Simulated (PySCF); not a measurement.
SnH2Me(NMe2), C3H11NSn.
Bonds: Sn1–C4, Sn1–N8, N8–C9, N8–C10. Hydrogens: H2, H3 on Sn1; H5, H6, H7 on C4; H11, H12, H13 on C9; H14, H15, H16 on C10.

Computed, not measured: PBE0-D3(BJ)/def2-SVP geometry optimisation, gas phase, def2 core potentials past Kr (PySCF).

(1) How far are the bound atoms from Sn1?

(2) List the angles at Sn1.

(3) What is the shape at Sn1?

(4) What are the other bond lengths?

(5) Give some angles away from the centre.

Results:

(1) 4 atoms: H2 1.717 Å, H3 1.717 Å, N8 2.050 Å, C4 2.158 Å. The nearest atom not counted as bound is H5, at 2.74 Å (others tie with it).

(2) 
```
    angle  degrees  distance of the outer atoms (Å)
C4–Sn1–N8    112.7                             3.50
H2–Sn1–H3    112.5                             2.86
H3–Sn1–C4    110.7                             3.20
H2–Sn1–C4    110.6                             3.19
H3–Sn1–N8    105.2                             3.00
H2–Sn1–N8    104.9                             2.99
```

(3) Distorted tetrahedral: angles from 104.9° to 112.7°; τ4 = (360° − α − β)/141° = 0.96 with α and β the two widest (0 for a square, 1 for a tetrahedron).

(4) C4–H5, C4–H6, C4–H7 1.099 Å; N8–C9, N8–C10 1.438 Å; C9–H11 and 3 like bonds 1.105 Å; C9–H13, C10–H15 1.114 Å.

(5) Sn1–N8–C9 118.7°, C9–N8–C10 113.4°.

Charge 0, singlet. Stationary, but not proved a minimum.

One conformer stands for the species.
